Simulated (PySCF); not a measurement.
All values below come from M06-2X/def2-TZVP // B3LYP-D3(BJ)/def2-TZVP in PySCF. Isolated molecules, 0 K electronic values unless said otherwise. One relaxed conformer stands for a flexible species; it need not be the lowest. 

Reference species (SMILES): `C(=C/C[SiH3])/C#N` (neutral, multiplicity 1).

```yaml
HOMO: -8.81 eV
S1 oscillator strength: 0.509
```

Changed species: `C=C(C#N)C[SiH3]`.

Q: Give the shifts of the HOMO and S1 oscillator strength.

A: the HOMO falls by 0.18 eV, to -8.99 eV; the S1 oscillator strength drops by 0.457, to 0.052.
